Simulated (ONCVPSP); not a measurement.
**u(r) = r·R(r): atom against pseudo-atom (oxygen (O))**

Columns: radius, all-electron u(r) and pseudo u(r) of the 2p shell (level -9.20 eV) of oxygen in the configuration [He] 2s2 2p4; LDA (Perdew-Wang 92), scalar-relativistic, ONCV scheme, ONCVPSP 4.0.1.

```json
{"r (bohr)": "0.085", "all-electron": "0.0794", "pseudo": "0.0256"}
{"r (bohr)": "0.170", "all-electron": "0.2339", "pseudo": "0.0990"}
{"r (bohr)": "0.255", "all-electron": "0.3960", "pseudo": "0.2107"}
{"r (bohr)": "0.340", "all-electron": "0.5384", "pseudo": "0.3470"}
{"r (bohr)": "0.425", "all-electron": "0.6518", "pseudo": "0.4919"}
{"r (bohr)": "0.510", "all-electron": "0.7357", "pseudo": "0.6297"}
{"r (bohr)": "0.595", "all-electron": "0.7926", "pseudo": "0.7474"}
{"r (bohr)": "0.680", "all-electron": "0.8267", "pseudo": "0.8362"}
{"r (bohr)": "0.765", "all-electron": "0.8422", "pseudo": "0.8920"}
{"r (bohr)": "0.850", "all-electron": "0.8432", "pseudo": "0.9159"}
{"r (bohr)": "0.935", "all-electron": "0.8330", "pseudo": "0.9123"}
{"r (bohr)": "1.020", "all-electron": "0.8148", "pseudo": "0.8879"}
{"r (bohr)": "1.105", "all-electron": "0.7907", "pseudo": "0.8499"}
{"r (bohr)": "1.190", "all-electron": "0.7625", "pseudo": "0.8052"}
{"r (bohr)": "1.275", "all-electron": "0.7317", "pseudo": "0.7588"}
{"r (bohr)": "1.360", "all-electron": "0.6994", "pseudo": "0.7141"}
{"r (bohr)": "1.445", "all-electron": "0.6664", "pseudo": "0.6728"}
{"r (bohr)": "1.530", "all-electron": "0.6332", "pseudo": "0.6352"}
{"r (bohr)": "1.615", "all-electron": "0.6003", "pseudo": "0.6006"}
{"r (bohr)": "1.700", "all-electron": "0.5681", "pseudo": "0.5681"}
{"r (bohr)": "1.785", "all-electron": "0.5368", "pseudo": "0.5368"}
{"r (bohr)": "1.870", "all-electron": "0.5065", "pseudo": "0.5065"}
{"r (bohr)": "1.955", "all-electron": "0.4774", "pseudo": "0.4774"}
{"r (bohr)": "2.040", "all-electron": "0.4495", "pseudo": "0.4495"}
{"r (bohr)": "2.125", "all-electron": "0.4228", "pseudo": "0.4228"}
{"r (bohr)": "2.210", "all-electron": "0.3974", "pseudo": "0.3974"}
```

**Question.** How many radial nodes do the two functions have?

**Answer.** The all-electron 2p function has n − l − 1 = 0; the pseudo-wave has 0.

**Question.** At about which radius was the pseudo-wave matched?

**Answer.** 1.70 bohr, where the columns begin to agree (steps of 0.09 bohr).

**Question.** Is the pseudo-wave norm-conserving?

**Answer.** Yes: the ONCV scheme keeps the norm inside the radius equal to the all-electron one, which fixes the energy derivative of the logarithmic derivative at the level.
